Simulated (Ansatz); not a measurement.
GeH$_{6}$Si (`[SiH3][GeH3]`). Charge 0, multiplicity 1. Geometry: relaxed with PBE0-D4/def2-TZVP.

```xyz
8

Si   -0.233   -0.988   -0.640
Ge    0.229    0.969    0.629
H    -1.474   -0.799   -1.438
H    -0.418   -2.153    0.265
H     0.894   -1.274   -1.567
H     0.429    2.180   -0.299
H     1.506    0.783    1.464
H    -0.934    1.281    1.586
```

**Question.** What is the dipole moment at B3LYP/def2-TZVPP? (Best estimate.)

**Answer.** The calculation gave: 0.13 D, with components (-0.03, -0.11, -0.07) D in this frame, pointing from negative to positive charge.

**Question.** And with PBE, r2SCAN, ωB97M-V? (Estimate.)

**Answer.** Computed: PBE 0.08 D, r2SCAN 0.11 D, ωB97M-V 0.12 D.

**Question.** Give the Mulliken charges with B3LYP, PBE, ωB97M-V in def2-TZVPP. (Best estimate.)

**Answer.** Computed: 
| atom | B3LYP | PBE | ωB97M-V |
| --- | --- | --- | --- |
| Si1 | 0.15 | 0.08 | 0.06 |
| Ge2 | 0.03 | 0.05 | -0.06 |
| H3 | -0.05 | -0.04 | -0.01 |
| H4 | -0.05 | -0.04 | -0.01 |
| H5 | -0.05 | -0.04 | -0.01 |
| H6 | -0.01 | -0.01 | 0.01 |
| H7 | -0.01 | -0.01 | 0.01 |
| H8 | -0.01 | -0.01 | 0.01 |

B3LYP here is the variant with VWN-RPA as its local correlation; programs differ in this.
